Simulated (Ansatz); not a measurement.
The cluster W7⁺. Total charge 1; doublet. Geometry PBE-D4/def2-SVP.

```csv
atom,x (Å),y (Å),z (Å)
W1,1.6944,-0.3801,1.0291
W2,1.3378,-0.4528,-1.4010
W3,-0.2077,-1.7492,0.1573
W4,-0.4814,0.7918,1.4604
W5,-1.0192,0.5321,-1.3417
W6,-2.2512,-0.4961,0.4661
W7,0.9272,1.7543,-0.3702
```

In the def2 sets W takes a core potential; there is no spin–orbit coupling. At r2SCAN-D4/def2-TZVP, r2SCANh-D4/def2-TZVP, PBE0-D4/def2-SVP, PBE0-D4/def2-TZVP the charge 1 doublet is spin-contaminated (final ⟨S²⟩ up to 0.97, 0.75 for a pure state). The structure comes from a short search, and lower isomers may exist.

(1) Estimate the α-spin orbital energies around the gap (eV) in Ansatz with PBE-D4/def2-SVP, r2SCAN-D4/def2-TZVP, r2SCANh-D4/def2-TZVP, PBE0-D4/def2-SVP, PBE0-D4/def2-TZVP.

Answers

(1) 
| orbital | PBE-D4/def2-SVP | r2SCAN-D4/def2-TZVP | r2SCANh-D4/def2-TZVP | PBE0-D4/def2-SVP | PBE0-D4/def2-TZVP |
| --- | --- | --- | --- | --- | --- |
| HOMO−13 | -10.53 | -10.52 | -10.91 | -11.51 | -11.32 |
| HOMO−12 | -10.25 | -10.22 | -10.57 | -11.15 | -10.97 |
| HOMO−11 | -10.16 | -10.12 | -10.47 | -11.05 | -10.89 |
| HOMO−10 | -10.09 | -10.05 | -10.41 | -10.99 | -10.84 |
| HOMO−9 | -9.65 | -9.65 | -9.99 | -10.56 | -10.39 |
| HOMO−8 | -9.53 | -9.47 | -9.81 | -10.38 | -10.22 |
| HOMO−7 | -9.35 | -9.40 | -9.70 | -10.08 | -9.98 |
| HOMO−6 | -9.23 | -9.19 | -9.52 | -10.06 | -9.90 |
| HOMO−5 | -8.87 | -8.77 | -9.07 | -9.61 | -9.46 |
| HOMO−4 | -8.73 | -8.66 | -8.98 | -9.54 | -9.40 |
| HOMO−3 | -8.22 | -8.26 | -8.55 | -8.95 | -8.85 |
| HOMO−2 | -8.01 | -7.95 | -8.19 | -8.59 | -8.50 |
| HOMO−1 | -7.26 | -7.28 | -7.57 | -7.91 | -7.81 |
| HOMO | -7.19 | -7.23 | -7.46 | -7.81 | -7.75 |
| LUMO | -6.85 | -6.58 | -6.28 | -6.01 | -5.98 |
| LUMO+1 | -6.84 | -6.56 | -6.28 | -6.00 | -5.97 |
| LUMO+2 | -6.65 | -6.33 | -6.05 | -5.76 | -5.73 |
| LUMO+3 | -6.54 | -6.31 | -6.01 | -5.75 | -5.71 |
| LUMO+4 | -6.54 | -6.29 | -5.99 | -5.70 | -5.68 |
| LUMO+5 | -6.47 | -6.27 | -5.96 | -5.66 | -5.60 |
| β HOMO | -7.20 | -7.16 | -7.40 | -7.75 | -7.69 |
| β LUMO | -6.85 | -6.59 | -6.30 | -6.04 | -6.00 |
